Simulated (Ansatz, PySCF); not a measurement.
Reaction (SMILES): [SiH3][SiH](Cl)Cl → [SiH3] (SiH3) + Cl[SiH]Cl (the Si-Si bond at the site shown breaks; other sites are not compared here)
Geometries: B3LYP-D3(BJ)/def2-TZVP minima from Ansatz (an electronic-structure program).

Wanted: bond dissociation energy (enthalpy at 298 K, with B3LYP-D3(BJ) rigid-rotor harmonic-oscillator terms from PySCF), in kcal/mol. Cores are frozen in the correlated levels unless marked. UHF or UKS for open shells. Spin-orbit coupling is left out. Non-relativistic. CBS(X,Y): correlation extrapolated as X^-3; Hartree-Fock from the larger set. [CCSD(T)-MP2]/basis is that difference in the basis named.

| level | program | bond dissociation energy (kcal/mol) | minus last row |
|---|---|---|---|
| HF/STO-3G | Ansatz | 86.3 | 8.9 |
| HF/cc-pV(D+d)Z | Ansatz | 54.8 | -22.6 |
| BLYP-D3(BJ)/def2-TZVPD | Ansatz + dftd3 | 70.2 | -7.2 |
| r2SCAN-D4/def2-TZVPD | Ansatz + dftd4 | 69.9 | -7.5 |
| B3LYP/def2-TZVPD | Ansatz | 68.7 | -8.7 |
| PBE0-D4/def2-TZVPD | Ansatz + dftd4 | 73.4 | -4.0 |
| PBE0/def2-TZVP | Ansatz | 71.5 | -5.9 |
| PBE0/def2-QZVPP | Ansatz | 71.4 | -6.0 |
| HSE06-D3(BJ)/def2-TZVPD | Ansatz + dftd3 | 73.5 | -3.9 |
| HSE06-D4/def2-TZVPD | Ansatz + dftd4 | 73.4 | -4.0 |
| LC-wPBE-D3(BJ)/def2-TZVPD | Ansatz + dftd3 | 74.8 | -2.6 |
| SCS-MP2/aug-cc-pV(T+d)Z | Ansatz | 76.3 | -1.1 |
| CCSD/6-31G* | Ansatz | 70.0 | -7.4 |
| RI-MP2/CBS(aug-cc-pV(T+d)Z,aug-cc-pV(Q+d)Z)+[CCSD(T)-MP2]/aug-cc-pV(D+d)Z | Ansatz | 77.2 | -0.2 |
| RI-MP2/CBS(aug-cc-pV(T+d)Z,aug-cc-pV(Q+d)Z)+[CCSD(T)-MP2]/aug-cc-pV(T+d)Z | Ansatz | 77.4 | 0.0 |
